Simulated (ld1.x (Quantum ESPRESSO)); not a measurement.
# Ta (Z = 73): excitation energies, all-electron against TM

```
Element                 : Ta
Generator               : ld1.x (Quantum ESPRESSO) 7.5
Type                    : norm-conserving Troullier–Martins (Kleinman–Bylander form)
Functional              : PBE
Relativity              : scalar-relativistic
Frozen core             : [Kr] 4d10 4f14 5s2
Valence charge          : 11
Reference configuration : 5p6 5d3 6s2 6p0
Partial waves           : 5p (bound): rc 1.60 bohr; 5d (bound): rc 1.70 bohr; 5f channel at -0.2 Ry: rc 2.15 bohr; 6s (bound): rc 2.15 bohr
Local potential         : the s channel
Core correction         : a·sin(br)/r model core, default radius (core density twice the valence density)
```

Energies are relative to the spin-unpolarised reference configuration 5p6 5d3 6s2 6p0; without spin polarisation the order of configurations can differ from experiment.

```
valence configuration  charge  ΔE all-electron (eV)  error AE − PS (meV)
      5p6 5d3 6s1 6p0      +1                 8.467                 -5.9
      5p6 5d3 6s0 6p0      +2                23.439                  -30
      5p6 5d3 6s0 6p1      +1                13.546                 -667
  5p6 5d3.5 6s1.5 6p0       0                 0.989                 -7.2
      5p6 5d4 6s0 6p0      +1                 9.901                  -55
```

Question: What are ΔE and the potential's error for 5p6 5d2 6s0 6p0?

Answer: ΔE = 47.043 eV all-electron; the error (AE − PS) is -81 meV.

Question: What are ΔE and the potential's error for 5p5 5d3 6s2 6p0?

Answer: ΔE = 44.980 eV all-electron; the error (AE − PS) is -202 meV.
